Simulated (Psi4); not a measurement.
P2, singlet, geometry from GFN2-xTB; CCSD(T)/def2-SVPD (Psi4).

Here is a job for Psi4.
```
memory 2 GB

molecule {
0 1
P    -0.00000000   -0.00000000   -0.96048449
P     0.00000000    0.00000000    0.96048449
}

set {
  basis def2-svpd
  freeze_core true
  mp2_type conv
  scf_type pk
  puream true
  d_convergence 1e-8
}

energy('ccsd(t)')
print_variables()
```

Q: Predict the main parts of the log of this Psi4 run.

A: 
```
   => Loading Basis Set <=

    Name: DEF2-SVPD
    Role: ORBITAL
    Keyword: BASIS

         ---------------------------------------------------------
                                   SCF
               by Justin Turney, Rob Parrish, Andy Simmonett
                          and Daniel G. A. Smith
                              RHF Reference
         ---------------------------------------------------------

  ==> Geometry <==

    Molecular point group: d2h
    Full point group: D_inf_h

    Geometry (in Angstrom), charge = 0, multiplicity = 1:

       Center              X                  Y                   Z               Mass
    ------------   -----------------  -----------------  -----------------  -----------------
         P            0.000000000000     0.000000000000    -0.960484490000    30.973761998420
         P            0.000000000000     0.000000000000     0.960484490000    30.973761998420

  Running in d2h symmetry.

  Rotational constants: A = ************  B =      0.29498  C =      0.29498 [cm^-1]
  Rotational constants: A = ************  B =   8843.26286  C =   8843.26286 [MHz]
  Nuclear repulsion =   61.981673645115279

  Charge       = 0
  Multiplicity = 1
  Electrons    = 30
  Nalpha       = 15
  Nbeta        = 15

  ==> Algorithm <==

  SCF Algorithm Type is PK.
  DIIS enabled.
  MOM disabled.
  Fractional occupation disabled.
  Guess Type is SAD.
  Energy threshold   = 1.00e-08
  Density threshold  = 1.00e-08
  Integral threshold = 1.00e-12

  ==> Primary Basis <==

  Basis Set: DEF2-SVPD
    Blend: DEF2-SVPD
    Number of shells: 20
    Number of basis functions: 48
    Number of Cartesian functions: 52
    Spherical Harmonics?: true
    Max angular momentum: 2

  ==> Integral Setup <==

  Using in-core PK algorithm.
   Calculation information:
      Number of atoms:                   2
      Number of AO shells:              20
      Number of primitives:             40
      Number of atomic orbitals:        52
      Number of basis functions:        48

      Integral cutoff                 1.00e-12
      Number of threads:                 1

  Performing in-core PK
  Using 1384152 doubles for integral storage.
  We computed 21827 shell quartets total.
  Whereas there are 22155 unique shell quartets.

  ==> DiskJK: Disk-Based J/K Matrices <==

    J tasked:                  Yes
    K tasked:                  Yes
    wK tasked:                  No
    Schwarz Cutoff:          1E-12

[...]
  @RHF Final Energy:  -681.24804067375271
    Total Energy =                       -681.2480406737527119
[...]
              1   6        -0.0069380272

    Largest TIjAb Amplitudes:
      3   3  13  13        -0.1266224270
      4   4   9   9        -0.1266224270
      3   4  13   9        -0.0714510177
      4   3   9  13        -0.0714510177
      2   2   9   9        -0.0445999303
      2   2  13  13        -0.0445999303
      1   1   9   9        -0.0431776174
      1   1  13  13        -0.0431776174
      3   3  13  14        -0.0411602913
      3   3  14  13        -0.0411602913

    SCF energy       (wfn)                    = -681.248040673752712
    Reference energy (file100)                = -681.248040673757373

    Opposite-spin MP2 correlation energy      =   -0.177786956144431
    Same-spin MP2 correlation energy          =   -0.060776669359187
    Singles MP2 correlation energy            =   -0.000000000000000
    MP2 correlation energy                    =   -0.238563625503617
      * MP2 total energy                      = -681.486604299260989

    Opposite-spin CCSD correlation energy     =   -0.204662886732993
    Same-spin CCSD correlation energy         =   -0.051350647213743
    Singles CCSD correlation energy           =    0.000000000000000
    CCSD correlation energy                   =   -0.256013533946736
      * CCSD total energy                     = -681.504054207704144

            **************************
            *                        *
            *        CCTRIPLES       *
            *                        *
            **************************

    Wave function   =    CCSD_T
    Reference wfn   =      RHF

    Nuclear Rep. energy (wfn)                =   61.981673645115279
    SCF energy          (wfn)                = -681.248040673752712
    Reference energy    (file100)            = -681.248040673757373
    CCSD energy         (file100)            =   -0.256013533946736
    Total CCSD energy   (file100)            = -681.504054207704144

    Number of ijk index combinations:               35
    Approx. words needed per explicit thread:            2048
    Number of threads for explicit ijk threading:    1

    MKL num_threads set to 1 for explicit threading.

    (T) energy                                =   -0.016548813760169
      * CCSD(T) total energy                  = -681.520603021464240

  Variable Map:
  ----------------------------------------------------------------------------
[...]
  Array Variable Map:
  ----------------------------------------------------------------------------
[...]
[...]
```
